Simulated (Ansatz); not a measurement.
System: CH2Br, charge 0, multiplicity 2. It need not be the lowest isomer of its formula. 
Structure (B3LYP-D3(BJ)/def2-TZVP (Ansatz, a program for electronic structure) minimum search):
```xyz
4

C     -1.4125    -0.4603     0.0643
Br     0.3501     0.1141    -0.0159
H     -1.8885    -0.4830     1.0293
H     -1.8881    -0.7477    -0.8575
```
Charge 0, spin multiplicity 2.

Basis-set convergence of Hartree-Fock and CCSD(T) correlation energies (hartree) with Ansatz. Correlated levels leave the core frozen unless marked. UHF or UKS for open shells. Spin-orbit coupling is left out. The frozen core is the preceding noble-gas configuration, with the filled d and f shells of earlier blocks. No relativistic terms.

```csv
basis,functions,E(HF),"E(corr, CCSD(T))"
cc-pVDZ,51,-2611.36786,-0.26860
cc-pVTZ,101,-2611.45837,-0.35133
cc-pVQZ,183,-2611.46403,-0.37840
```

Extrapolating the two largest sets (X = 3 and 4) as X^-3: E(corr) = (64·(-0.37840) - 27·(-0.35133))/37 = -0.3982 Eh, an estimate of the basis-set limit. The largest set recovers 95.0 % of it, the smallest 67.5 %.
